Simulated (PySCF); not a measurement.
C4H10O3Si.
SMILES with atom numbers: `[CH3:1][O:2][CH2:3][SiH:4]1[O:5][CH2:6][CH2:7][O:8]1` (hydrogens: H9, H10, H11 on C1; H12, H13 on C3; H14 on Si4; H15, H16 on C6; H17, H18 on C7)

A linear-response calculation (PySCF, def2-SVPD basis, gas phase, vertical, core orbitals frozen in the response) gave these numbers; the functional is withheld.

Orbital energies (eV): HOMO-3 -10.41, HOMO-2 -9.37, HOMO-1 -9.33, HOMO -9.17, LUMO 1.25, LUMO+1 1.58, LUMO+2 1.72.

```json
{"state": "S1", "E (eV)": "7.22", "f": "0.023", "main configurations (H = HOMO, L = LUMO)": "H→L (77%)"}
{"state": "S2", "E (eV)": "7.43", "f": "0.0033", "main configurations (H = HOMO, L = LUMO)": "H-1→L+2 (64%), H-2→L (8%)"}
{"state": "S3", "E (eV)": "7.59", "f": "0.0005", "main configurations (H = HOMO, L = LUMO)": "H-1→L (31%), H-2→L+2 (20%), H-2→L (10%)"}
{"state": "S4", "E (eV)": "7.69", "f": "0.0041", "main configurations (H = HOMO, L = LUMO)": "H-2→L+1 (28%), H-2→L (25%), H-1→L+2 (12%)"}
{"state": "S5", "E (eV)": "7.89", "f": "0.023", "main configurations (H = HOMO, L = LUMO)": "H-2→L+2 (28%), H→L+1 (16%), H→L+2 (11%)"}
{"state": "S6", "E (eV)": "7.91", "f": "0.024", "main configurations (H = HOMO, L = LUMO)": "H→L+1 (30%), H-2→L+2 (21%), H→L+4 (11%)"}
```

Triplets, Tamm–Dancoff:

```tsv
state	E (eV)	λ (nm)	main configurations (H = HOMO, L = LUMO)
T1	6.97	178.0	H→L (64%), H→L+4 (8%)
T2	7.09	174.9	H-1→L+2 (65%), H-2→L+2 (8%)
T3	7.31	169.7	H-1→L (25%), H-2→L+2 (25%), H-1→L+4 (13%)
T4	7.49	165.5	H-2→L (29%), H-2→L+1 (29%)
```

Vertical ionisation energy by ΔSCF with the same functional: 10.08 eV. Mean static polarisability: 81.8 au.

Question: Name the functional.
A. B3LYP
B. CAM-B3LYP
C. PBE
D. HF

Answer: B. CAM-B3LYP is range-separated, 19% exact exchange at short range and 65% at long range (ω = 0.33 bohr⁻¹). In this run −ε(HOMO) = 9.17 eV differs from the ΔSCF value by -0.91 eV, and S1 differs from the orbital gap of 10.42 eV by -3.20 eV. The ratio −ε(HOMO)/IP is 0.91. Usual ranges for neutral molecules in this basis: 0.85 to 0.93 with CAM-B3LYP, 0.5 to 0.7 with PBE, 0.67 to 0.83 with B3LYP; Hartree–Fock can't fall below 1, since the ion's relaxation only lowers the ΔSCF value. The other options: PBE, a GGA without exact exchange; HF, time-dependent Hartree–Fock, 100% exact exchange; B3LYP, a global hybrid with 20% exact exchange.

Method used: TDDFT CAM-B3LYP/def2-SVPD, vertical, gas phase, core orbitals frozen in the response (PySCF 2.14.0, density-fitted response routines). One conformer (not necessarily the lowest) at the PBE0-D3(BJ)/def2-SVP geometry, without solvent, vibrations or thermal averaging.

Time: 7.7 min (grids of density and orbitals included); peak memory 1.4 GiB. Hardware: Arm Neoverse V2, one thread, shared host with 96 logical CPUs at a one-minute load of 26.

Without π bonds the low states are Rydberg-like; a valence basis with one diffuse set may place them up to an eV too high.
